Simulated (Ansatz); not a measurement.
Task: Predict a relaxed structure of SbH2(OMe) (CH₅OSb), charge 0, singlet, at PBE0-D4/def2-TZVP (Ansatz).

Result: 
```xyz
8

Sb   -0.767    0.638    1.386
H    -0.539    2.330    1.459
H    -2.146    0.838    0.373
O     0.543    0.467   -0.079
C     0.686   -0.807   -0.655
H     0.875   -1.594    0.089
H     1.545   -0.774   -1.331
H    -0.197   -1.098   -1.242
```
 This is one stationary point.

In the def2 sets Sb takes a core potential; there is no spin–orbit coupling.
